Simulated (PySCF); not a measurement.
C3H7BO2, SMILES O1[C@@H](B(O)C1)C.

Geometry: B3LYP-D3(BJ)/def2-SVP. The structure was generated by enumeration; whether it is a known compound was not checked. The values are those of a single conformer.

The numbers are results of TDDFT-CAM-B3LYP/def2-SVPD in PySCF, not measurements.

Vertical excitations. Isolated molecule, no solvent.

| state | energy (eV) | λ (nm) | f | main pairs |
|---|---|---|---|---|
| S1 | 6.05 | 205 | 0.003 | HOMO→LUMO+1 82 % |
| S2 | 6.25 | 198 | 0.003 | HOMO−1→LUMO+1 77 %, HOMO→LUMO+1 12 % |
| S3 | 6.59 | 188 | 0.009 | HOMO→LUMO 92 % |
| S4 | 7.01 | 177 | 0.007 | HOMO−1→LUMO 86 % |
| S5 | 7.09 | 175 | 0.011 | HOMO−2→LUMO+1 75 % |
| S6 | 7.13 | 174 | 0.004 | HOMO→LUMO+2 61 %, HOMO→LUMO+5 16 %, HOMO−2→LUMO+1 12 % |
| S7 | 7.75 | 160 | 0.021 | HOMO−2→LUMO 76 % |
| S8 | 8.00 | 155 | 0.023 | HOMO→LUMO+3 69 %, HOMO→LUMO+4 11 % |
| S9 | 8.08 | 153 | 0.032 | HOMO→LUMO+4 72 %, HOMO→LUMO+3 12 % |
| S10 | 8.10 | 153 | 0.021 | HOMO−1→LUMO+2 70 % |
| T1 | 5.61 | 221 | 0 | HOMO−1→LUMO+1 62 %, HOMO→LUMO+1 27 % |
| T2 | 5.85 | 212 | 0 | HOMO→LUMO+1 67 %, HOMO−1→LUMO+1 25 % |
| T3 | 6.47 | 192 | 0 | HOMO→LUMO 84 % |
| T4 | 6.53 | 190 | 0 | HOMO−2→LUMO+1 86 % |
Triplets are in the Tamm–Dancoff approximation, which puts them higher than full response would, so one can lie above its singlet here.
